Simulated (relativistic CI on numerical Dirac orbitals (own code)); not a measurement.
## O⁴⁺: what numerical and physical settings do to a radial Dirac CI calculation

Reference input:

```
atom O  Z=8  charge=4  electrons=4
nucleus A=16  rms_radius_fm=2.6991
hamiltonian dirac-coulomb  breit=on  qed=on  c_scale=1
orbitals kli  potential=per-configuration
slater_scale 1
correlation none
mixing on
grid step=0.0125 r_max=16.6
scf mixing=0.4 start=green max_iterations=150 tolerance=2e-08 node_fill=0.05
configurations
  [He] 2s2
  [He] 2s 2p
  [He] 2p2
end
```

Computed lowest total energy -68.39568 Ha, first excitation 83008.6 cm⁻¹, 25 SCF steps. Runs with settings changed; * marks those that are bad on purpose:

```csv
Changed,Outcome,Lowest level,ΔE (Ha),First excitation (cm⁻¹),SCF steps,Message
"SCF mixing 0.1, node fill of the KLI weights 0.2",converged,2s² ¹S0,0.00077,82887.4,31,
"start potential thomas-fermi, QED terms off",converged,2s² ¹S0,-0.00491,83047.4,24,
"Breit term off, SCF tolerance 1e-10",converged,2s² ¹S0,-0.00679,82949.1,30,
charge 6 *,refused,,,,0,"configuration [He] 2s2 has 4 electrons, the ion has 2"
iteration limit 4 *,not converged,,,,4,SCF of 1s2 2s2 did not converge
```

With so few configurations and no correlation, terms lie too far apart (by 10 to 50 % near neutrality), their order can be wrong, and levels of other configurations are missing.
